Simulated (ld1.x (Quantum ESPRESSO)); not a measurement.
**aluminium, TM: configuration errors across variants**

ld1.x (Quantum ESPRESSO) 7.5 input, shortened:

```
&input
   title='Al', zed=13., rel=1, dft='PBE', iswitch=3,
   config='[Ne] 3s2 3p1'
 /
 &inputp
   pseudotype=2, tm=.true., lloc=-1, rcloc=1.30,
   nlcc=.false.
 /
2
3S  1  0   2.00   0.00  1.55  1.55  0.0
3P  2  1   1.00   0.00  2.10  2.10  0.0
 &test
   configts(1)='3s2 3p1'
 /
```

All-electron excitation energies from the reference (eV): (1) 3s2 3p0 5.761; (2) 3s1 3p0 24.987; (3) 3s2 3p0.5 2.086; (4) 3s0 3p3 10.451; (5) 3s1 3p1 11.571; (6) 3s2 3p1.3 -0.575; (7) 3s1 3p2 5.139.

Errors AE − PS in meV (a dash: test not solved or not reliable):

| change | (1) | (2) | (3) | (4) | (5) | (6) | (7) | bound ghosts |
| --- | --- | --- | --- | --- | --- | --- | --- | --- |
| base | +0.2 | +35 | 0.0 | +42 | +12 | +0.1 | +7.5 | none |
| wave 3p (bound): rc 2.10 bohr becomes 3p (bound): rc 1.40 bohr | +4.6 | +29 | +0.8 | +105 | +23 | +0.1 | +25 | none |
| wave 3p (bound): rc 2.10 bohr becomes 3p (bound): rc 1.68 bohr | -1.4 | +30 | -0.2 | +44 | +15 | 0.0 | +9.2 | none |
| wave 3p (bound): rc 2.10 bohr becomes 3p (bound): rc 2.12 bohr | +0.3 | +35 | +0.1 | +42 | +12 | +0.1 | +7.5 | none |
| wave 3p (bound): rc 2.10 bohr becomes 3p (bound): rc 2.38 bohr | +0.5 | +36 | +0.1 | +41 | +12 | +0.1 | +7.4 | none |
| wave 3p (bound): rc 2.10 bohr becomes 3p (bound): rc 3.02 bohr | -0.1 | +33 | 0.0 | +45 | +13 | +0.1 | +8.4 | none |

Give the same row for: wave 3p (bound): rc 2.10 bohr becomes 3p (bound): rc 2.80 bohr.

+0.2, +34, 0.0, +43, +12, +0.1, +7.9; bound ghosts: none.
